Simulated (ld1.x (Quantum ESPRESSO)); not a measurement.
**Transferability test, ultrasoft potential for Ti**

| Quantity | Value |
| --- | --- |
| Element | titanium (Ti) |
| Generator | ld1.x (Quantum ESPRESSO) 7.5 |
| Type | ultrasoft |
| Functional | Wu–Cohen |
| Relativity | scalar-relativistic |
| Frozen core | [Ar] |
| Valence charge | 4 |
| Reference configuration | 3d1 4s0 4p0 (charge +3) |
| Partial waves | 4s (bound, empty): rcut 2.30, rcutus 2.60 bohr; 4s channel at -0.55 Ry: rcut 2.30, rcutus 2.60 bohr; 4p (bound, empty): rcut 2.05, rcutus 2.25 bohr; 4p channel at 1.5 Ry: rcut 2.05, rcutus 2.25 bohr; 3d (bound): rcut 1.60, rcutus 2.20 bohr; 3d channel at 1.95 Ry: rcut 1.60, rcutus 2.20 bohr; 4f channel at 0.1 Ry: rcut 1.75, rcutus 2.45 bohr |
| Local potential | all-electron potential smoothed inside 2.20 bohr (lloc = -1) |
| Core correction | a·sin(br)/r model core inside 1.20 bohr |
| Augmentation charge | PSQ, inside the norm-conserving radii |

Energies are relative to the spin-unpolarised reference configuration 3d1 4s0 4p0; without spin polarisation the order of configurations can differ from experiment. The frozen-core shift is the all-electron ΔE with the core orbitals held at their reference shape minus the fully relaxed ΔE.

```
valence configuration  charge  ΔE all-electron (eV)  error AE − PS (meV)  frozen-core shift (meV)
          3d2 4s1 4p0      +1               -40.342                 -631                     +618
          3d2 4s0 4p0      +2               -26.931                 -532                     +547
      3d2.5 4s1.5 4p0       0               -47.356                 -957                     +882
          3d2 4s0 4p1      +1               -36.557                 -501                     +577
          3d2 4s1 4p1       0               -44.596                 -551                     +594
          3d1 4s2 4p0      +1               -37.925                  -86                      +76
```

(1) What are ΔE and the potential's error for 3d2 4s2 4p0?

Levels in the configuration 3d2 4s1 4p0:

```tsv
level	all-electron (eV)	pseudo (eV)
3d	-11.401	-10.631
4s	-10.336	-10.288
```

Note: ghost state, extra bound levels that the all-electron valence spectrum of the same l lacks: p at -8.2 eV. A true bound ghost makes a file unfit for plane-wave use.

## Answers

(1) ΔE = -47.707 eV all-electron; the error (AE − PS) is -649 meV.
